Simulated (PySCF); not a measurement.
**Cr (chromium, neutral): PBE0 calculation**

Configuration: [Ar] 3d5 4s1, high-spin 7S determinant. Computed with PySCF 2.14 in cc-pVDZ-DK, with scalar relativity by spin-free X2C-1e.

| Quantity | Value |
| --- | --- |
| Total energy | -1050.572 hartree |
| One-electron energy | -1447.186 hartree |
| Hartree (Coulomb) energy | 445.672 hartree |
| Exchange-correlation energy | -49.059 hartree |
| ⟨S²⟩ | 12.0000 |
| ⟨L²⟩ | 0.000 |
| Sum of ⟨r⟩ | 20.50 bohr |
| Sum of ⟨r²⟩ | 37.21 bohr² |
| Langevin diamagnetic susceptibility | -29.5 ×10⁻⁶ cm³/mol |
| Time after the integrals | 0.84 s of wall time on 1 thread of Neoverse-V1 (shared host) |

```csv
shell,electrons,mean orbital energy (hartree),"rms radius, mean of both spins (bohr)"
1s α,1,-217.44493,0.0734
1s β,1,-217.44308,0.0734
2s α,1,-25.02574,0.317
2s β,1,-24.96010,0.317
2p α,3,-20.99926,0.288
2p β,3,-20.94324,0.288
3s α,1,-2.94114,0.971
3s β,1,-2.73737,0.971
3p α,3,-1.84322,1.06
3p β,3,-1.62259,1.06
3d α,5,-0.19227,1.71
4s α,1,-0.18145,3.66
```

Densities and radii are taken from the X2C orbitals without a picture-change correction, which distorts them close to the nucleus.
